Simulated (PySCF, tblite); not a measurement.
Isomers of C6H12SSi. Method: GFN2-xTB as coded in tblite; computed harmonic values from a numerical Hessian at the method's own geometry, unscaled. Against measured fundamentals such values can be off by several per cent, at times by over 20. Modes of hydrogen on silicon can be 10 to 20 % off. One conformer each.

Electronic energies: PBE0/pcSseg-1 single points on the GFN2-xTB geometries (PySCF, gas phase).

```tsv
SMILES	electronic energy, lowest = 0 (kJ/mol)
C#C[SiH2]SC(C)(C)C	81.5
C#CCSC(C)(C)[SiH3]	224.2
C=C(C)[C@@H]1[SiH2][C@H]1SC	160.5
C[C@@H]1C[C@]12C[C@@H]2S[SiH3]	115.7
C#CCC[SiH2]SCC	111.1
C=C[Si]1(SC)CCC1	0.0
C#CC[C@@](C)([SiH3])SC	219.3
```

Problem. How do GFN2-xTB zero-point energies change the relative energies?

Solution. 
```csv
SMILES,ZPE (kJ/mol),of it from modes above 1550 cm⁻¹,electronic (kJ/mol),"with ZPE, lowest = 0 (kJ/mol)",lowest mode (cm⁻¹),rings
C=C[Si]1(SC)CCC1,427.0,227.7,0.0,0.0,10,1
C#C[SiH2]SC(C)(C)C,412.2,223.7,81.5,66.6,25,0
C#CCC[SiH2]SCC,412.0,222.0,111.1,96.0,24,0
C[C@@H]1C[C@]12C[C@@H]2S[SiH3],412.6,215.5,115.7,101.2,45,2
C=C(C)[C@@H]1[SiH2][C@H]1SC,410.8,220.6,160.5,144.3,41,1
C#CC[C@@](C)([SiH3])SC,400.9,218.8,219.3,193.1,45,0
C#CCSC(C)(C)[SiH3],401.3,218.5,224.2,198.5,20,0
```

The zero-point energies span 26.1 kJ/mol, from `C#CC[C@@](C)([SiH3])SC` to `C=C[Si]1(SC)CCC1`. The order is unchanged.

Problem. And how do the electronic energies of GFN2-xTB itself compare?

Solution. `C=C[Si]1(SC)CCC1` 95.8; `C#C[SiH2]SC(C)(C)C` 59.1; `C#CCC[SiH2]SCC` 81.0; `C[C@@H]1C[C@]12C[C@@H]2S[SiH3]` 0.0; `C=C(C)[C@@H]1[SiH2][C@H]1SC` 162.0; `C#CC[C@@](C)([SiH3])SC` 157.2; `C#CCSC(C)(C)[SiH3]` 157.0 kJ/mol, lowest = 0. Against the energies above, taken from the same isomer `C=C[Si]1(SC)CCC1`, the largest difference is 211.5 kJ/mol.

Problem. What do entropy and thermal enthalpy add at 298.15 K and 1 bar (rigid rotor, harmonic oscillator, one conformer each)?

Solution. 
```json
{"SMILES": "C#C[SiH2]SC(C)(C)C", "point group": "C1", "symmetry number": "1", "S (J/(mol K))": "449.8", "H − H(0) (kJ/mol)": "34.15", "ZPE + H − H(0) − TS (kJ/mol)": "312.2"}
{"SMILES": "C[C@@H]1C[C@]12C[C@@H]2S[SiH3]", "point group": "C1", "symmetry number": "1", "S (J/(mol K))": "428.2", "H − H(0) (kJ/mol)": "30.61", "ZPE + H − H(0) − TS (kJ/mol)": "315.5"}
{"SMILES": "C=C(C)[C@@H]1[SiH2][C@H]1SC", "point group": "C1", "symmetry number": "1", "S (J/(mol K))": "442.8", "H − H(0) (kJ/mol)": "32.67", "ZPE + H − H(0) − TS (kJ/mol)": "311.5"}
{"SMILES": "C#CC[C@@](C)([SiH3])SC", "point group": "C1", "symmetry number": "1", "S (J/(mol K))": "451.3", "H − H(0) (kJ/mol)": "34.70", "ZPE + H − H(0) − TS (kJ/mol)": "301.0"}
```

Not tabulated: `C=C[Si]1(SC)CCC1` (lowest mode only 10 cm⁻¹); `C#CCC[SiH2]SCC` (lowest mode only 24 cm⁻¹); `C#CCSC(C)(C)[SiH3]` (lowest mode only 20 cm⁻¹).
